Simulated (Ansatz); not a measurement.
```yaml
crystal:
  periodic: [false, false, false]
  atoms:
    - {symbol: O, position_ang: [-1.209971, 2.153174, -0.375617]}
    - {symbol: Si, position_ang: [-0.478116, 0.818150, -0.999653]}
    - {symbol: N, position_ang: [-0.459450, -0.533040, 0.063470]}
    - {symbol: Si, position_ang: [0.882044, -1.264519, 0.869123]}
    - {symbol: H, position_ang: [-0.836891, 2.530539, 0.422404]}
    - {symbol: H, position_ang: [-1.284256, 0.527867, -2.206530]}
    - {symbol: H, position_ang: [0.946546, 1.084218, -1.324270]}
    - {symbol: H, position_ang: [-1.359124, -0.962033, 0.236700]}
    - {symbol: H, position_ang: [1.194408, -2.621128, 0.341795]}
    - {symbol: h, position_ang: [2.058124, -0.382291, 0.666840]}
    - {symbol: H, position_ang: [0.611989, -1.408037, 2.326236]}
basis:
  gaussian: {orbitals: "6-31++G**", nuclear_model: gaussian}
hamiltonian: {xc: {name: B3LYP5}}
scf: {lower_state_search: off}
output: {forces: true}
```

```sh
$ ansatz run in.yaml --threads 4 --pin off --events-out ev --progress --plain --max-ram 10444MiB
```

Output, abridged:

```
Error: YAML parse error: error: line 13 column 16: `h` is not an element symbol (H … Og, case-exact)
11 |     - {symbol: H, position_ang: [-1.359124, -0.962033, 0.236700]}
12 |     - {symbol: H, position_ang: [1.194408, -2.621128, 0.341795]}
13 |     - {symbol: h, position_ang: [2.058124, -0.382291, 0.666840]}
14 |     - {symbol: H, position_ang: [0.611989, -1.408037, 2.326236]}
15 | basis:
```

Q: Something in this input is off. What?

A: An element symbol is wrong. The program refused the input.

B3LYP here is the variant with VWN-RPA as its local correlation; programs differ in this.
